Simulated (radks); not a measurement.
Xe XLIV, 11 electrons, occupied as [Ne] 3s1.

All-electron calculation, Dirac Kohn-Sham, exchange-only PBE, spin-unpolarised, spherical densities, finite nucleus; Fermi nuclear charge, rms radius 4.7859 fm. Program: a radial shooting solver on a logarithmic mesh with Libxc functionals.

Energy parts (hartree):
part                    energy
total              -5689.09738
kinetic             6118.34983
electron-nucleus  -12312.99247
Hartree              601.44920
exchange             -95.90395

Orbitals (lengths in bohr, moments of r in powers of bohr):
\begin{tabular}{lrrr}
orbital & occ. & eigenvalue (hartree) & <r^2> \\ \hline
1s1/2 & 2 & -1368.513 & 0.0009620 \\
2s1/2 & 2 & -296.1215 & 0.01483 \\
2p1/2 & 2 & -285.8126 & 0.01088 \\
2p3/2 & 4 & -273.3965 & 0.01205 \\
3s1/2 & 1 & -121.1495 & 0.08253 \\
\end{tabular}

The highest occupied level is 3s1/2 at -3296.6 eV. The density falls to 0.001 e/bohr^3 at r = 0.69 bohr. Summed over all electrons, <r^2> = 0.1841 bohr^2, which gives a Langevin (diamagnetic) susceptibility term of -0.146 x 10^-6 cm^3/mol. For comparison, the ionisation energy in NIST's Atomic Spectra Database is 3333.8 eV (semi-empirical). In exact Kohn-Sham theory the highest level is minus the ionisation energy, but local and semilocal functionals leave it too shallow, through self-interaction and a potential that decays too fast; potentials with the right tail come closer.

Beside tabulated values, note that spin-unpolarised runs miss the spin-polarisation part of the exchange energy of open shells.
